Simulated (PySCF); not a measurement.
**Relaxation of triplet HfFCl**

These are results of UPBE0/[Hf def2-TZVP with ECP60, F def2-TZVP, Cl def2-TZVP], scalar-relativistic core potentials, density fitting, no spin–orbit coupling, PySCF, not measurements. A (50,194) grid was used.

A hand-made linear start, of C∞v symmetry, held to at least that symmetry:

```xyz
3
charge 0 multiplicity 3, angstrom
Hf    0.0000    0.0000   -0.1998
F     0.0000    0.0000   -2.3598
Cl    0.0000    0.0000    2.3102
```

Problem. What does it relax to?

Solution. It ends at C∞v with Hf–Cl 2.377 Å, Hf–F 1.920 Å; Cl–Hf–F 180.0°. A frequency run shows 2 imaginary modes (one degenerate set), down to 50i cm⁻¹, so it is a higher-order saddle point. Other isomers or separated fragments may lie lower.

Problem. How much energy is released, and in how many steps?

Solution. 62.2 kJ/mol in 5 steps.

Open d and f shells are described by one determinant, and the ground state may have another occupation or spin. With an element this heavy the missing spin–orbit coupling can shift these numbers.
